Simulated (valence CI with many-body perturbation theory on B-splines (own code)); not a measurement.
# Forbidden lines of Lu³⁷⁺

Calculated by configuration interaction combined with many-body perturbation theory (CI+MBPT): six valence electrons over a frozen Dirac-Fock core [Ar] 3d10, radial functions for each j: 9 s, 9 p, 8 d, 6 f, 3 g, 1 h, with the one-electron correlation potential Σ1 (screened to all orders), the two-electron term Σ2, the three-electron term Σ3, Breit, model QED; selected single and double excitations, second order for the rest, scaled by the run's own slope (own B-spline code, finite nucleus).

The last digits are not significant, and no measured levels were compared; by estimate large intervals hold to a few tenths of a per cent, small ones and those within an open d or f shell to about a per cent. Among the levels kept, up to 630 cm⁻¹ of a level comes from second order outside the variational space, and about a tenth of that is noise between levels of different J, which matters for small intervals.

Lines 1 to 28 of 28 in falling wavelength, among levels below 261.35 eV, chosen from the decays that carry over 1 % of a level's rate. Wavelengths and rates use the calculated energies. Electric multipoles are in the length gauge, E1 and E2 with the static RPA response of the core. S is in atomic units (e²a₀⁴ for E2 and M2, e²a₀⁶ for E3), for M1 in squared Bohr magnetons. Weak lines are less certain than strong ones. Lines between different terms over intervals too small for the method are left out, as are lines whose strength nearly cancels.

Levels are named by their leading jj configuration (3d3/2^4 stands for four electrons in 3d with j = 3/2), which in mixed levels can hold well under half, so a name can repeat and another be missing. Letters in brackets count levels of one name in rising energy.

| λ vac (Å) | Upper | Lower | Type | A (s⁻¹) | S (a.u.) |
| --- | --- | --- | --- | --- | --- |
| 1506 | (4s^2 4p1/2^2 4p3/2^2) J=0 | (4s^2 4p1/2^2 4p3/2^2) J=2 | E2 | 5.00e+00 | 3.46e-02 |
| 882.9 | (4s^2 4p1/2^2 4p3/2 4d5/2) J=4 | (4s^2 4p1/2^2 4p3/2 4d3/2) J=3 | M1 | 1.82e+04 | 4.19e+00 |
| 789.6 | (4s^2 4p1/2 4p3/2^2 4d5/2) J=5 | (4s^2 4p1/2 4p3/2^2 4d3/2) J=4 | M1 | 2.26e+04 | 4.53e+00 |
| 677.4 | (4s^2 4p1/2 4p3/2^2 4d5/2) J=4 [b] | (4s^2 4p1/2 4p3/2^2 4d3/2) J=3 [a] | M1 | 1.84e+04 | 1.91e+00 |
| 263.3 | (4s^2 4p1/2 4p3/2^2 4d3/2) J=4 | (4s^2 4p1/2^2 4p3/2 4d5/2) J=3 | M1 | 2.20e+04 | 1.34e-01 |
| 221.6 | (4s^2 4p1/2 4p3/2^2 4d5/2) J=4 [a] | (4s^2 4p1/2^2 4p3/2 4d5/2) J=3 | M1 | 8.04e+05 | 2.92e+00 |
| 208.7 | (4s^2 4p1/2 4p3/2^2 4d3/2) J=4 | (4s^2 4p1/2^2 4p3/2 4d5/2) J=4 | M1 | 1.60e+04 | 4.85e-02 |
| 202.6 | (4s^2 4p1/2 4p3/2^2 4d5/2) J=4 [b] | (4s^2 4p1/2^2 4p3/2 4d5/2) J=3 | M1 | 2.48e+05 | 6.89e-01 |
| 197.5 | (4s^2 4p1/2 4p3/2^2 4d5/2) J=5 | (4s^2 4p1/2^2 4p3/2 4d5/2) J=3 | E2 | 1.32e+04 | 3.89e-02 |
| 190.8 | (4s^2 4p1/2 4p3/2^3) J=1 | (4s^2 4p1/2^2 4p3/2^2) J=0 | M1 | 9.76e+05 | 7.55e-01 |
| 181.6 | (4s^2 4p1/2 4p3/2^2 4d5/2) J=4 [a] | (4s^2 4p1/2^2 4p3/2 4d5/2) J=4 | M1 | 2.30e+06 | 4.59e+00 |
| 169.4 | (4s^2 4p1/2 4p3/2^3) J=1 | (4s^2 4p1/2^2 4p3/2^2) J=2 | M1 | 3.20e+06 | 1.73e+00 |
| 169.4 | (4s^2 4p1/2 4p3/2^3) J=1 | (4s^2 4p1/2^2 4p3/2^2) J=2 | E2 | 6.80e+04 | 2.54e-02 |
| 168.8 | (4s^2 4p1/2 4p3/2^2 4d3/2) J=4 | (4s^2 4p1/2^2 4p3/2 4d3/2) J=3 | M1 | 5.38e+05 | 8.64e-01 |
| 168.8 | (4s^2 4p1/2 4p3/2^2 4d3/2) J=4 | (4s^2 4p1/2^2 4p3/2 4d3/2) J=3 | E2 | 5.82e+04 | 6.42e-02 |
| 168.7 | (4s^2 4p1/2 4p3/2^2 4d5/2) J=4 [b] | (4s^2 4p1/2^2 4p3/2 4d5/2) J=4 | M1 | 3.50e+05 | 5.61e-01 |
| 168.7 | (4s^2 4p1/2 4p3/2^2 4d5/2) J=4 [b] | (4s^2 4p1/2^2 4p3/2 4d5/2) J=4 | E2 | 4.14e+04 | 4.54e-02 |
| 165.1 | (4s^2 4p1/2 4p3/2^2 4d5/2) J=5 | (4s^2 4p1/2^2 4p3/2 4d5/2) J=4 | M1 | 6.13e+05 | 1.12e+00 |
| 165.1 | (4s^2 4p1/2 4p3/2^2 4d5/2) J=5 | (4s^2 4p1/2^2 4p3/2 4d5/2) J=4 | E2 | 5.89e+04 | 7.09e-02 |
| 161.9 | (4s^2 4p3/2^4) J=0 | (4s^2 4p1/2 4p3/2^3) J=2 | E2 | 3.51e+05 | 3.49e-02 |
| 160.9 | (4s^2 4p1/2 4p3/2^2 4d3/2) J=4 | (4s^2 4p1/2^2 4p3/2 4d3/2) J=2 | E2 | 2.88e+04 | 2.50e-02 |
| 160.3 | (4s^2 4p1/2 4p3/2^2 4d5/2) J=4 [b] | (4s^2 4p1/2^2 4p3/2 4d5/2) J=2 | E2 | 2.82e+04 | 2.40e-02 |
| 160.1 | (4s^2 4p1/2 4p3/2^3) J=2 | (4s^2 4p1/2^2 4p3/2^2) J=2 | M1 | 2.03e+06 | 1.54e+00 |
| 160.1 | (4s^2 4p1/2 4p3/2^3) J=2 | (4s^2 4p1/2^2 4p3/2^2) J=2 | E2 | 1.13e+05 | 5.31e-02 |
| 153.4 | (4s^2 4p3/2^4) J=0 | (4s^2 4p1/2 4p3/2^3) J=1 | M1 | 9.07e+06 | 1.21e+00 |
| 150.7 | (4s^2 4p1/2 4p3/2^2 4d5/2) J=4 [a] | (4s^2 4p1/2^2 4p3/2 4d3/2) J=3 | M1 | 8.26e+04 | 9.43e-02 |
| 79.41 | (4s^2 4p1/2 4p3/2^2 4d5/2) J=4 [b] | (4s^2 4p1/2 4p3/2^3) J=2 | M2 | 7.58e+03 | 1.92e-04 |
| 77.45 | (4s^2 4p1/2^2 4p3/2 4d5/2) J=4 | (4s^2 4p1/2^2 4p3/2^2) J=2 | M2 | 5.13e+03 | 1.15e-04 |
